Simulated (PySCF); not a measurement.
Compound: C4H6BBrO.
Numbering: `[Br:1][B:2]1[CH:3]=[CH:4][CH2:5][CH2:6][O:7]1` (hydrogens: H8 on C3; H9 on C4; H10, H11 on C5; H12, H13 on C6)

Computed with PySCF 2.14.0, BHandHLYP/6-31G* geometry optimisation, gas phase.

(1) Give the optimised bond lengths and angles.

## Answers

(1) 
| bond | length (Å) |
| --- | --- |
| Br1–B2 | 1.941 |
| B2–C3 | 1.541 |
| C3=C4 | 1.334 |
| C4–C5 | 1.503 |
| C5–C6 | 1.518 |
| C6–O7 | 1.423 |
| B2–O7 | 1.337 |
| C3–H8 | 1.078 |
| C4–H9 | 1.081 |
| C5–H10, C5–H11 | 1.090 |
| C6–H12, C6–H13 | 1.086 |

Bonds in one row agree within 0.01 Å and their mean is given. A selection of angles:
| angle | degrees |
| --- | --- |
| Br1–B2–C3 | 121.8 |
| Br1–B2–O7 | 117.0 |
| C3–B2–O7 | 121.1 |
| B2–C3–C4 | 116.5 |
| B2–C3–H8 | 123.2 |
| C4–C3–H8 | 120.2 |
| C3–C4–C5 | 121.3 |
| C3–C4–H9 | 121.5 |
| C5–C4–H9 | 117.2 |
| C4–C5–C6 | 111.3 |
| C4–C5–H10 | 110.8 |
| C4–C5–H11 | 109.2 |
| C6–C5–H10 | 108.7 |
| H10–C5–H11 | 106.3 |
| C5–C6–O7 | 112.6 |
| C5–C6–H12 | 109.9 |
| C5–C6–H13 | 111.3 |
| O7–C6–H12 | 107.9 |
| H12–C6–H13 | 108.3 |
| B2–O7–C6 | 118.6 |

Dihedral angles: Br1–B2–C3–C4 163° (antiperiplanar); B2–C3–C4–C5 4° (synperiplanar); C3–C4–C5–C6 27° (synperiplanar); C4–C5–C6–O7 -49° (synclinal); C5–C6–O7–B2 41° (synclinal); Br1–B2–O7–C6 173° (antiperiplanar). The mirror-image conformer, all signs reversed, is as good.

The 3 C–C bonds span 1.334 Å (C3=C4, drawn double) to 1.518 Å (C5–C6, drawn single), a spread of 0.184 Å. The 6-membered ring B2–C3–C4–C5–C6–O7 has internal angles of 111.3° to 121.3° (sum 701°, against 720° for a flat polygon); it is puckered, 0.17 Å rms from its mean plane, widest ring torsion 49°. B2 (three-coordinate boron) is planar (angles 121.8°, 121.1° and 117.0°, sum 360.0°, 0.02 Å off the plane of its three neighbours).

Point group: C1 (no symmetry element, even within 0.4 Å). Not checked by BHandHLYP/6-31G* frequencies. The numbers are those of one conformer.

Time: 86 s; peak memory 0.60 GiB. Hardware: Arm Neoverse N1, one thread, on a shared host. These figures are those of the optimisation.
